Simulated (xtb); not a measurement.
F$_{3}$Ti, doublet, at a GFN2-xTB geometry (such geometries of metal compounds can be far from the true shape) (the multiplicity is a formal guess), atoms displaced at random by about 0.05 Å a coordinate; xtb 6.7.1 with GFN1-xTB.

The xtb input:
```
$ xtb mol.xyz --gfn 1 --uhf 1 --opt --input xcontrol --json

# file mol.xyz
4

Ti     0.09276144     0.00779951    -0.04221486
F     -1.42277589    -0.93303016     0.13980251
F     -0.04432124     1.52924539    -0.56349393
F      1.45724080    -0.64661152     0.56969433

# file xcontrol
$opt
  engine=lbfgs
$end
```

What the program printed (banner, timings and long lists left out):

```
   ID    Z sym.   atoms
    1   22 Ti     1
    2    9 F      2-4

           -------------------------------------------------
          |                Calculation Setup                |
           -------------------------------------------------

           -------------------------------------------------
          |                 G F N 1 - x T B                 |
           -------------------------------------------------

          ...................................................
          :                      SETUP                      :
          :.................................................:
          :  # basis functions                  22          :
          :  # atomic orbitals                  21          :
          :  # shells                            9          :
          :  # electrons                        25          :
          :  # halogen bonds                     0          :
          :  max. iterations                   250          :
          :  Hamiltonian                  GFN1-xTB          :
          :  restarted?                      false          :
          :  GBSA solvation                  false          :
          :  PC potential                    false          :
          :  electronic temp.          300.0000000     K    :
          :  accuracy                    1.0000000          :
          :  -> integral cutoff          0.2500000E+02      :
          :  -> integral neglect         0.1000000E-07      :
          :  -> SCF convergence          0.1000000E-05 Eh   :
          :  -> wf. convergence          0.2000000E-04 e    :
          :  Broyden damping             0.4000000          :
          :  net charge                          0          :
          :  unpaired electrons                  1          :
          ...................................................

 iter      E             dE          RMSdq      gap      omega  full diag
   1    -13.0863879 -0.130864E+02  0.352E+01    0.91       0.0  T
   2    -14.1634748 -0.107709E+01  0.205E+01    0.26       1.0  T
   3    -15.1844808 -0.102101E+01  0.144E+01    0.21       1.0  T
   4    -16.1997124 -0.101523E+01  0.675E+00    1.32       1.0  T
   5    -23.9078661 -0.770815E+01  0.580E+01    0.35       1.0  T
   6    -16.7275878  0.718028E+01  0.920E+00    1.50       1.0  T
   7    -15.8492551  0.878333E+00  0.152E+01    0.77       1.0  T
   8    -15.7468645  0.102391E+00  0.162E+01    0.68       1.0  T
   9    -16.5119807 -0.765116E+00  0.184E+01    1.60       1.0  T
  10    -16.6587818 -0.146801E+00  0.131E+01    1.65       1.0  T
  11    -16.1451353  0.513647E+00  0.899E+00    0.78       1.0  T
  12    -16.1362171  0.891820E-02  0.863E+00    0.75       1.0  T
  13    -16.2492834 -0.113066E+00  0.715E+00    0.75       1.0  T
  14    -16.5910560 -0.341773E+00  0.449E+00    0.89       1.0  T
  15    -16.5071711  0.838849E-01  0.494E+00    0.83       1.0  T
  16    -16.8096639 -0.302493E+00  0.677E-01    1.00       1.0  T
  17    -16.8083044  0.135943E-02  0.766E-01    1.00       1.0  T
  18    -16.8102508 -0.194641E-02  0.373E-01    0.99       1.0  T
  19    -16.8101550  0.958301E-04  0.316E-01    0.99       1.0  T
  20    -16.8113058 -0.115083E-02  0.101E-01    1.00       1.0  T
  21    -16.8114535 -0.147673E-03  0.370E-02    0.99       1.4  T
  22    -16.8114658 -0.122720E-04  0.216E-02    0.99       2.3  T
  23    -16.8114719 -0.615984E-05  0.254E-03    0.99      19.7  T
  24    -16.8114720 -0.526239E-07  0.696E-04    0.99      71.9  T
  25    -16.8114720  0.165561E-08  0.821E-04    0.99      60.9  T
  26    -16.8114720 -0.854749E-08  0.399E-05    0.99    1251.9  T
  27    -16.8114720 -0.218634E-10  0.198E-06    0.99   25193.4  T

   *** convergence criteria satisfied after 27 iterations ***

         :::::::::::::::::::::::::::::::::::::::::::::::::::::
         ::                     SUMMARY                     ::
         :::::::::::::::::::::::::::::::::::::::::::::::::::::
         :: total energy             -16.774160526094 Eh    ::
         :: gradient norm              0.066064747954 Eh/a0 ::
         :: HOMO-LUMO gap              0.993801119858 eV    ::
         ::.................................................::
         :: SCC energy               -16.811472007338 Eh    ::
         :: -> electrostatic           0.105502275542 Eh    ::
         :: repulsion energy           0.037918649774 Eh    ::
         :: dispersion energy         -0.000607168530 Eh    ::
         :: halogen bond corr.         0.000000000000 Eh    ::
         :: add. restraining           0.000000000000 Eh    ::
         :: total charge              -0.000000000000 e     ::
         :::::::::::::::::::::::::::::::::::::::::::::::::::::

      -----------------------------------------------------------
     |                       L-ANC optimizer                     |
      -----------------------------------------------------------
          low memory version by Sebastian Ehlert

          ...................................................
          :                      SETUP                      :
          :.................................................:
          :   energy convergence        0.5000000E-05 Eh    :
          :   grad. convergence         0.1000000E-02 Eh/a0 :
          :   optimization log               true           :
          :   writing optlog all                1     steps :
          :   Hessian reset                    20     steps :
          :   maximium step len.        1.0000000     a0    :
          :   LBFGS images                     20           :
          ...................................................
 * calculating model hessian...
Using Lindh-Hessian (1995)
 Shifting diagonal of input Hessian by    1.0000000000000000E-002
 Lowest  eigenvalues of input Hessian
    0.000000    0.000000    0.000000    0.000000    0.000000    0.000000
    0.014206    0.113135    0.185718    0.588664    1.424838    1.952798
 Highest eigenvalues
[...]
 * total energy  :   -16.7774563 Eh     change       -0.3295780E-02 Eh
 * total energy  :   -16.7800170 Eh     change       -0.2560724E-02 Eh
 * total energy  :   -16.7802824 Eh     change       -0.2654066E-03 Eh
 * total energy  :   -16.7803091 Eh     change       -0.2665774E-04 Eh
 * total energy  :   -16.7803211 Eh     change       -0.1201814E-04 Eh
 * total energy  :   -16.7803535 Eh     change       -0.3235595E-04 Eh
 * total energy  :   -16.7803695 Eh     change       -0.1606976E-04 Eh
 * total energy  :   -16.7803834 Eh     change       -0.1389470E-04 Eh
 * total energy  :   -16.7803854 Eh     change       -0.1998887E-05 Eh
   *** GEOMETRY OPTIMIZATION CONVERGED AFTER 9 CYCLES ***
[...]
          :  # basis functions                  22          :
          :  # atomic orbitals                  21          :
          :  # shells                            9          :
          :  # electrons                        25          :
          :  # halogen bonds                     0          :
          :  max. iterations                   250          :
          :  Hamiltonian                  GFN1-xTB          :
          :  restarted?                      false          :
          :  GBSA solvation                  false          :
          :  PC potential                    false          :
          :  electronic temp.          300.0000000     K    :
          :  accuracy                    1.0000000          :
          :  -> integral cutoff          0.2500000E+02      :
          :  -> integral neglect         0.1000000E-07      :
          :  -> SCF convergence          0.1000000E-05 Eh   :
          :  -> wf. convergence          0.2000000E-04 e    :
          :  Broyden damping             0.4000000          :
          :  net charge                          0          :
          :  unpaired electrons                  1          :
          ...................................................

 iter      E             dE          RMSdq      gap      omega  full diag
   1    -16.8155451 -0.168155E+02  0.526E-08    1.17       0.0  T
   2    -16.8155451  0.213163E-13  0.433E-08    1.17  100000.0  T
   3    -16.8155451 -0.177636E-13  0.292E-08    1.17  100000.0  T

   *** convergence criteria satisfied after 3 iterations ***

         :::::::::::::::::::::::::::::::::::::::::::::::::::::
         ::                     SUMMARY                     ::
         :::::::::::::::::::::::::::::::::::::::::::::::::::::
         :: total energy             -16.780385432221 Eh    ::
         :: gradient norm              0.000653390510 Eh/a0 ::
         :: HOMO-LUMO gap              1.165508221696 eV    ::
         ::.................................................::
         :: SCC energy               -16.815545094950 Eh    ::
         :: -> electrostatic           0.105264079886 Eh    ::
         :: repulsion energy           0.035767537242 Eh    ::
         :: dispersion energy         -0.000607874514 Eh    ::
         :: halogen bond corr.         0.000000000000 Eh    ::
         :: add. restraining           0.000000000000 Eh    ::
         :: total charge              -0.000000000152 e     ::
         :::::::::::::::::::::::::::::::::::::::::::::::::::::

           -------------------------------------------------
          |                Property Printout                |
           -------------------------------------------------

    * Orbital Energies and Occupations

         #    Occupation            Energy/Eh            Energy/eV
      -------------------------------------------------------------
         1        2.0000           -0.9585799             -26.0843
         2        2.0000           -0.8765546             -23.8523
         3        2.0000           -0.8764707             -23.8500
         4        2.0000           -0.6132902             -16.6885
         5        2.0000           -0.5930188             -16.1369
         6        2.0000           -0.5822668             -15.8443
         7        2.0000           -0.5822197             -15.8430
         8        2.0000           -0.5738603             -15.6155
         9        2.0000           -0.5738063             -15.6141
        10        2.0000           -0.5725961             -15.5811
        11        2.0000           -0.5725541             -15.5800
        12        2.0000           -0.5695425             -15.4980
        13        1.0000           -0.4268969             -11.6165 (HOMO)
        14                         -0.3840652             -10.4509 (LUMO)
        15                         -0.3840015             -10.4492
        16                         -0.3359896              -9.1427
        17                         -0.3358978              -9.1402
        18                         -0.2798846              -7.6160
        19                         -0.0668619              -1.8194
        20                         -0.0389317              -1.0594
        21                         -0.0386076              -1.0506
      -------------------------------------------------------------
                  HL-Gap            0.0428316 Eh            1.1655 eV
             Fermi-level           -0.4520017 Eh          -12.2996 eV

  Mulliken/CM5 charges         n(s)   n(p)   n(d)
     1Ti    0.85610  1.38076   0.949  0.869  1.325
     2F    -0.28536 -0.46014   1.705  5.581  0.000
     3F    -0.28537 -0.46023   1.705  5.581  0.000
     4F    -0.28537 -0.46038   1.705  5.581  0.000

Wiberg/Mayer (AO) data.
largest (>0.10) Wiberg bond orders for each atom

 ---------------------------------------------------------------------------
     #   Z sym  total        # sym  WBO       # sym  WBO       # sym  WBO
 ---------------------------------------------------------------------------
     1  22 Ti   3.364 --     4 F    1.121     2 F    1.121     3 F    1.121
     2   9 F    1.238 --     1 Ti   1.121
     3   9 F    1.238 --     1 Ti   1.121
     4   9 F    1.238 --     1 Ti   1.121
 ---------------------------------------------------------------------------

Topologies differ in total number of bonds
Writing topology from bond orders to xtbtopo.mol

 dipole moment from electron density (au)
     X       Y       Z
   0.0027  -0.0007  -0.0016  total (Debye):    0.008

optimized geometry written to: xtbopt.xyz

           -------------------------------------------------
          | TOTAL ENERGY              -16.780385432221 Eh   |
          | GRADIENT NORM               0.000653390510 Eh/α |
          | HOMO-LUMO GAP               1.165508221696 eV   |
           -------------------------------------------------

normal termination of xtb
```
